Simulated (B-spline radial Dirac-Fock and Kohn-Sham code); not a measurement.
# Atomic SCF run for Zr

ΔSCF core binding energies without Breit or QED terms, calculated with a radial finite-basis atomic code. Keys: rel is the Hamiltonian (dirac, or spin-free x2c and nr, where L3 and M5 stand for the whole 2p and 3d shells), method is hf or an exchange,correlation pair (spin-unpolarised, also for the hole states), nuc the nuclear model, radius_factor scales its radius, rmax is the box in bohr, h the logarithmic mesh step, order the B-spline order, points the quadrature points per cell, c_factor scales the speed of light, and damp, ndamp, maxit and tol steer the iteration. The run stops when the commutator error falls below 10·tol·max(1, Z/10), or the numerical noise floor, and the energy has settled to about 1e-8 Ha; the virial ratio is −V/T.

Input (task.json):

```json
{"items": [{"Z": 40, "q": 0, "cfg": [[1, 0, 2], [2, 0, 2], [2, 1, 6], [3, 0, 2], [3, 1, 6], [3, 2, 10], [4, 0, 2], [4, 1, 6], [4, 2, 2], [5, 0, 2]], "A": 90, "rrms": 4.2694, "do": "settings", "holes": ["K", "L3", "M5"],
  "settings": [{"rel": "dirac", "method": "hf", "nuc": "fermi", "radius_factor": 1.0, "rmax": 45.0, "h": 0.9, "order": 8, "points": 10, "c_factor": 1.0, "maxit": 96, "damp": 0.5, "ndamp": 3, "tol": 1e-08}]}]}
```

Command: `python xray2_run.py task.json out`

Ground-state iterations:

```
iter   energy (Ha)        error
   1    -3569.65503263  2.98e+00
   2    -3572.65001541  5.49e-01
   3    -3573.44963949  1.32e-01
   4    -3573.52798655  3.43e-02
   5    -3573.53947078  1.67e-02
   6    -3573.54113947  3.82e-03
   7    -3573.54136880  1.03e-03
   8    -3573.54138753  1.44e-04
   9    -3573.54138829  3.13e-05
  10    -3573.54138833  6.28e-06
  11    -3573.54138833  4.85e-07
  12    -3573.54138833  4.80e-08
```

The ground state converged in 12 iterations, with total energy -3573.54139 Ha, virial ratio 1.95060 and highest orbital energy -5.43 eV. ΔSCF binding energies: K (1s) 18073.3 eV, L3 (2p3/2) 2264.0 eV, M5 (3d5/2) 225.6 eV.

Question: One setting is unsound. Which, and why?

Answer: h is too large to resolve the orbitals. With the default settings (Dirac Hartree-Fock): The ground state converged in 12 iterations, with total energy -3597.08412 Ha, virial ratio 1.96740 and highest orbital energy -5.86 eV. ΔSCF binding energies: K (1s) 18052.3 eV, L3 (2p3/2) 2235.5 eV, M5 (3d5/2) 188.5 eV.
